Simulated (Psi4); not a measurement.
Noncovalent pair: CH3F (SMILES CF) (first 5 atoms) with C2H3F (SMILES C=CF); geometry from B3LYP-D3(BJ)/def2-TZVP, rigid monomers moved along the line of their centres of mass till F2···H9 is 4.18 Å.
(charge 0, multiplicity 1):
```xyz
11

C      0.368     0.668    -0.224
F     -1.009     0.552    -0.026
H      0.581     1.675    -0.584
H      0.871     0.487     0.724
H      0.673    -0.070    -0.966
C     -1.152    -0.655     5.080
C      0.032    -0.701     5.653
F      1.173    -0.441     4.971
H     -1.274    -0.407     4.034
H     -2.027    -0.871     5.675
H      0.239    -0.938     6.688
```

The numbers are results of SAPT0/jun-cc-pV(D+d)Z (Psi4), not measurements.

Which attractive term is largest, and how does the interaction split up?

electrostatics -21.0, exchange 0.1, induction -0.6, dispersion -3.5, total -25.0 meV; the largest attraction is electrostatics.
